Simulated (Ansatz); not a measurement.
Ga₄O₉H₆⁻. The state is a doublet with charge -1. Geometry r2SCAN-D4/def2-SVP, that of the neutral singlet.

```xyz
19

Ga   -0.5146   -1.5697    0.3499
Ga    1.1740    1.0037   -0.2104
Ga    0.7819    0.3302    2.5581
Ga   -0.3468    0.3817   -2.2413
O     2.3176    0.6308    1.2399
O    -1.9504   -0.1194    0.0097
O    -2.0443    0.3015   -1.3879
O     0.0098   -1.1758    2.0373
O    -0.0581    1.5499    1.2433
O     0.5781   -0.6690   -0.8449
O     0.7453    1.8283   -1.7187
O    -1.1306   -3.1652   -0.1176
O    -0.4815   -0.0838   -3.9519
H    -1.6388    0.6866    0.4821
H    -1.5592   -3.6244    0.6158
H    -0.1506    2.5051    1.3794
H     1.1164    0.8998    3.9442
H     0.1820    0.3638   -4.4930
H     2.9698   -0.0740    1.1061
```

The structure holds one bond between oxygen atoms, so isomers without such links may lie far lower. At PBE-D4/def2-SVP, PBE0-D4/def2-SVP the highest occupied level of the charge -1 doublet lies above zero (up to 1.70 eV). By energy differences its removal costs 0.39 eV (vertical, to the charge 0 singlet, at PBE-D4/def2-SVP); self-interaction error and the lack of diffuse functions both raise the level. The structure comes from a short search, and lower isomers may exist.

Problem. Estimate the α-spin orbital energies around the gap (eV) in Ansatz with PBE-D4/def2-SVP, PBE0-D4/def2-SVP.

Solution. 
```tsv
orbital	PBE-D4/def2-SVP	PBE0-D4/def2-SVP
HOMO−5	-2.91	-4.68
HOMO−4	-2.66	-4.54
HOMO−3	-2.52	-4.36
HOMO−2	-2.32	-3.91
HOMO−1	-1.94	-3.50
HOMO	1.70	1.34
LUMO	2.00	3.06
LUMO+1	2.80	3.52
LUMO+2	2.91	3.75
LUMO+3	3.56	4.51
LUMO+4	4.01	4.82
LUMO+5	4.11	5.04
β HOMO	-1.89	-3.43
β LUMO	1.98	2.91
```
